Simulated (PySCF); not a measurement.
GaH₂IO₂, SMILES [OH][Ga]([OH])[I]. Atoms are numbered in the order given.

```xyz
6

Ga    -0.0023     1.1252     0.0000
I     -0.0055    -1.3619     0.0000
O     -1.5540     1.9939     0.0000
H     -1.4380     2.9547     0.0000
O      1.4911     2.1015     0.0000
H      2.3065     1.5827     0.0000
```
Charge 0, spin multiplicity 1.

Coordinates come from a B3LYP-D3(BJ)/def2-SVP optimisation. The structure was generated by enumeration; whether it is a known compound was not checked. The def2 effective core potentials stand for the cores of I; spin–orbit coupling is left out. Other conformers were not sampled.

Method: PBE/def2-TZVP run with PySCF.

ESP charges are fitted to the potential on shells at 1.4 to 2.0 van der Waals radii. Atomic charges (e):

```csv
atom,Mulliken,Löwdin,ESP fit
Ga1,0.53,[?],0.62
I2,-0.20,[?],-0.14
O3,-0.47,[?],-0.65
H4,0.31,[?],0.42
O5,-0.48,[?],-0.59
H6,0.31,[?],0.33
```

**Question.** What belongs in the gaps? (Estimate from the structure and the level; the computed values follow.)

**Answer.** 
- Ga1, Löwdin: -0.21
- I2, Löwdin: 0.21
- O3, Löwdin: -0.17
- H4, Löwdin: 0.18
- O5, Löwdin: -0.18
- H6, Löwdin: 0.17
